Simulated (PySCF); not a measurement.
A structure optimised at PBE0-D3(BJ)/def2-SVP, used in a PySCF frequency run:

```xyz
5

Ga     0.3292     0.4910     0.0000
Cl    -1.1469     2.0335     0.0000
Br    -0.2648    -1.6843     0.0000
O      2.0443     0.9119     0.0000
H      2.2060     1.8625     0.0000
```
Charge 0, spin multiplicity 1.

Problem. Write its SMILES, formula and point group.

Solution. [OH][Ga]([Cl])[Br], BrClGaHO, Cs

Problem. What are its rotational constants (standard atomic weights)?

Solution. 3.8441, 1.2441, 0.93994 GHz
